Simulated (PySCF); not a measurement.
## Ionisation of 2-fluorobenzonitrile

Molecule: 2-fluorobenzonitrile, `N#Cc1ccccc1F` (C7H4FN). Non-hydrogen atoms are numbered in `[N:1]#[C:2][c:3]1[cH:4][cH:5][cH:6][cH:7][c:8]1[F:9]`. These are map numbers, not IUPAC locants.

These are calculated values, ωB97X-D3(BJ)/ma-def2-TZVP in PySCF (grid level 2) at geometries from PBE0-D3(BJ)/def2-SVP. The prefix ma- adds one diffuse s and one diffuse p function on all atoms but H. ωB97X-D3(BJ) is ωB97X-V with D3(BJ) in place of VV10. Zero-point and thermal terms (298.15 K, 1 bar) come from unscaled PBE0-D3(BJ)/def2-SVP harmonic frequencies, with soft modes damped to free rotors in the entropy.

Frontier levels of the parent: HOMO -10.02 eV, LUMO 0.12 eV.

Oxidation to the radical cation:
* Vertical ionisation energy (electronic): 9.83 eV
* Adiabatic ionisation energy (with zero-point energy): 9.63 eV
* Adiabatic, electronic part: 9.68 eV
* Vertical gap at the product's structure: 9.46 eV
* Inner reorganisation energy (four-point): 367 meV
* Relaxation of product / of parent: 144 / 224 meV
* ⟨S²⟩ of the product: 0.785
* Largest spin populations: C5 0.36, C8 0.28, C3 0.26, N1 0.19
* Largest changes of atomic charge: N1 0.17, C5 0.15, C8 0.14, C3 0.12
* Distances that move most (Å): C3–C8 1.401 → 1.457; C8–F9 1.323 → 1.283; C5–C6 1.396 → 1.436; C2–C3 1.429 → 1.411
* Potential in acetonitrile: 7.28 V absolute, 2.74 V against Fc+/Fc computed at 4.54 V (solvation -29 → -253 kJ/mol)

Solvents are IEF-PCM continua (electrostatics only, gas-phase structures); absolute potentials refer to an electron at rest in vacuum. Fc+/Fc in acetonitrile, 4.54 V, is ωB97X-D3(BJ)/ma-def2-TZVP on PBE0-D3(BJ)/def2-SVP structures with GFN2-xTB thermal terms. Benchmark calculations put it near 5.0 V in acetonitrile and DMSO, so it is about 0.5 V low, and the value against it can read up to that much too high.

Measured values (NIST Chemistry WebBook, evaluated or the median of agreeing entries): adiabatic ionisation energy 9.78 eV (computed 9.63, difference -0.15).

Structures, frequencies and single points took 36 min of wall time on 1 thread of Arm Neoverse V1 (shared host), launched as `OMP_NUM_THREADS=1 python redox_run.py task.json out`.
